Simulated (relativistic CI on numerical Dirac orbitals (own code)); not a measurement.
# Radial parameters of Hf21+

These numbers are calculated, not measured: Dirac-Coulomb-Breit CI, separate exchange-only KLI orbitals for each configuration, model QED, unscaled Slater integrals (own radial code, finite nucleus).

Slater integrals F^k, G^k are unscaled and averaged over j, outside the closed core [Ar] 3d10 4p6 4d10; ζ comes from projecting the Hamiltonian with its Breit term on Σ l·s of the shell.

- 4s2 4f5: F^2(4f,4f) = 207340, F^4(4f,4f) = 134140, F^6(4f,4f) = 97761, ζ(4f) = 5749.3 cm⁻¹; <r>(4f) = 0.4968, <r^2>(4f) = 0.286 (bohr units).
- 4s2 4f4 5s: F^2(4f,4f) = 210020, F^4(4f,4f) = 135970, F^6(4f,4f) = 99132, ζ(4f) = 5929.1, G^3(4f,5s) = 32483 cm⁻¹; <r>(4f) = 0.4914, <r^2>(4f) = 0.2798, <r>(5s) = 0.8744, <r^2>(5s) = 0.8512 (bohr units).
- 4s2 4f3 5s2: F^2(4f,4f) = 212980, F^4(4f,4f) = 138020, F^6(4f,4f) = 100660, ζ(4f) = 6111.4 cm⁻¹; <r>(4f) = 0.4857, <r^2>(4f) = 0.2729 (bohr units).

Averages of the first 8 configurations, taken without configuration mixing, which lowers the lowest level and can move excited configurations by several eV; other configurations of the list can lie among them:

| Configuration | Parity | States | Average energy above the lowest level (eV) |
| --- | --- | --- | --- |
| 4s2 4f5 | odd | 2002 | 16.1 |
| 4s2 4f4 5s | even | 2002 | 73.5 |
| 4s2 4f3 5s2 | odd | 364 | 139.7 |
| 4s2 4f4 5p | odd | 6006 | 124.5 |
| 4s2 4f3 5s 5p | even | 4368 | 188.1 |
| 4s2 4f3 5p2 | odd | 5460 | 241.6 |
| 4s2 4f4 6s | even | 2002 | 281.9 |
| 4s 4f6 | even | 6006 | 557.5 |
